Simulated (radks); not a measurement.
Values are calculated unless marked as measured or tabulated.
Spherical jellium clusters: N electrons in a uniform positive sphere of charge N and radius rs N^(1/3), rs = 2.41 bohr. Level of theory: non-relativistic Kohn-Sham, LDA (Slater exchange, Perdew-Wang correlation), spin-polarised, spherical densities (a radial shooting solver with Libxc functionals). Levels are named by radial order and angular momentum (1s, 1p, 1d, 2s, ...), and open shells are averaged over m.

N = 37, configuration 1s2 1p6 1d10 2s2 1f14 2p(up 3, down 0). This is the lowest configuration that the search found. Occupied and some empty levels:

level    occupation  eigenvalue (eV)  <r> (bohr)
1s up             1          -10.549       4.521
1s down           1          -10.200       4.732
1p up             3          -8.8290       5.566
1p down           3          -8.6285       5.663
1d up             5          -6.8201       6.298
1d down           5          -6.6870       6.324
2s up             1          -6.2391       5.388
2s down           1          -5.8549       5.278
1f up             7          -4.5676       6.921
1f down           7          -4.4515       6.911
2p up             3          -3.7423       6.381
2p down           0          -3.3784       6.494
1g up             0          -2.1408       7.581
1g down           0          -2.0179       7.561
2d up             0          -1.4459       8.180
3s up             0          -1.4181       8.735
3s down           0          -1.2257       9.014
2d down           0          -1.2232       8.466

Energy (eV): total -39.9213, kinetic 161.28, external -5435.4, Hartree 2658.8, exchange-correlation -207.87, background 2783.3.

Electron density:

r (bohr)  n(r) (e/bohr^3)
0.263             0.01717
0.924             0.01735
1.58              0.01746
2.25              0.01720
2.91              0.01664
3.57              0.01629
4.23              0.01662
4.89              0.01748
5.55              0.01793
6.21              0.01684
6.87              0.01377
7.53             0.009504
8.19             0.005540
8.85             0.002865
9.52             0.001380
10.2            0.0006345
10.8            0.0002860
11.5            0.0001270
12.2           0.00005588
12.8           0.00002451
